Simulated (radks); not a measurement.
Q: Cd34+, 14 electrons, occupied as [Ne] 3s2 3p2. Method: non-relativistic Kohn-Sham, LB94 model potential, spin-polarised, spherical densities, point nucleus; open shells are filled with parallel spins first (spin-orbit coupling, left out, can overturn this in heavy ions); relativity is left out, which matters for an element this heavy; computed with a radial shooting solver on a logarithmic mesh with Libxc functionals. Some entries of the table are withheld. Estimate them.

| orbital | occ. | eigenvalue (eV) | r(max) (bohr) | <r> (bohr) |
|---|---|---|---|---|
| 1s down | 1 | -27708.71 | 0.02098 | 0.03165 |
| 1s up | 1 | -27708.44 | 0.02099 | 0.03166 |
| 2s up | 1 | -5615.338 | 0.1156 | 0.1350 |
| 2s down | 1 | -5615.174 | 0.1157 | 0.1352 |
| 2p up | 3 | -5386.748 | 0.09049 | 0.1151 |
| 2p down | 3 | -5384.084 | 0.09055 | 0.1152 |
| 3s up | 1 | -2219.142 | 0.3101 | 0.3273 |
| 3s down | 1 | -2209.227 | 0.3095 | 0.3268 |
| 3p up | 2 | (1) | (2) | 0.3120 |
| 3p down | 0 | (3) | (4) | 0.3112 |
| 3d up | 0 | -2015.785 | 0.2290 | 0.2717 |
| 3d down | 0 | -2013.132 | 0.2275 | 0.2703 |
| 4s up | 0 | -1188.534 | 0.6123 | 0.6047 |
| 4s down | 0 | -1183.832 | 0.6131 | 0.6060 |

A: 
(1) 3p up eigenvalue (eV): -2137.563
(2) 3p up r(max) (bohr): 0.2930
(3) 3p down eigenvalue (eV): -2129.357
(4) 3p down r(max) (bohr): 0.2920
